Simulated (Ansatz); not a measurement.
Geometry optimisation, Ansatz, RKS PBE/def2-SVP.

input.yaml

```yaml
crystal:
  periodic: [false, false, false]
  atoms:
    - { symbol: Ge, position_ang: [0.0, 0.0, 0.0] }
    - { symbol: H, position_ang: [0.0, 0.0, 1.9] }
    - { symbol: H, position_ang: [1.4616, 0.0, -0.5162] }
    - { symbol: H, position_ang: [-0.73, 1.2648, -0.5162] }
    - { symbol: H, position_ang: [-0.73, -1.2648, -0.5162] }
    - { symbol: Cl, position_ang: [-2.3914, 0.0, 0.7946] }
    - { symbol: H, position_ang: [-0.9803, 0.0, 1.9424] }
basis:
  gaussian: { orbitals: def2-SVP }
hamiltonian:
  xc: pbe
relax:
  f_tol: 0.15
  max_steps: 25
  restrain:
    - { distance: [0, 5], at: 3.42, k: 30.0 }
    - { distance: [6, 1], at: 1.86, k: 30.0 }
    - { distance: [0, 1], at: 1.55, k: 30.0 }
    - { distance: [6, 5], at: 1.37, k: 30.0 }
```

Launched with:

```bash
$ ansatz run input.yaml --threads 1 --pin off --max-ram 2048MiB --backend cpu --events-out ev --progress --plain --runs-dir out
```

Question: Where does it end, and by what steps?

Answer: The forces met the threshold. The restraints hold the end off the free minimum. After 7 steps the energy has fallen by 2.532 eV (the restraints' own energy left out); Cl6 moved furthest, 0.80 Å. Parted: Ge1–Cl6 (2.52 → 3.43 Å). Joined: Cl6–H7 (1.82 → 1.34 Å).

```
step  energy less start (eV)  largest force component (eV/Å)  accepted
   0                  0.0000                           2.197       yes
   1                 -0.6504                           2.608       yes
   2                 -1.2986                           4.576       yes
   3                 -2.0516                           3.614       yes
   4                 -2.4641                           1.217       yes
   5                 -2.4658                           1.111        no
   6                 -2.5070                           1.216       yes
   7                 -2.5323                           0.886       yes
```

```xyz
7
Properties=species:S:1:pos:R:3
Ge 0.212 0.000 -0.058
H 0.214 0.000 1.496
H 1.692 0.000 -0.518
H -0.500 1.275 -0.556
H -0.500 -1.275 -0.556
Cl -2.877 0.000 1.426
H -1.610 0.000 1.854
```

Run time: 17 s on 1 thread of Arm Neoverse V1 (shared host), peak memory 0.12 GiB.
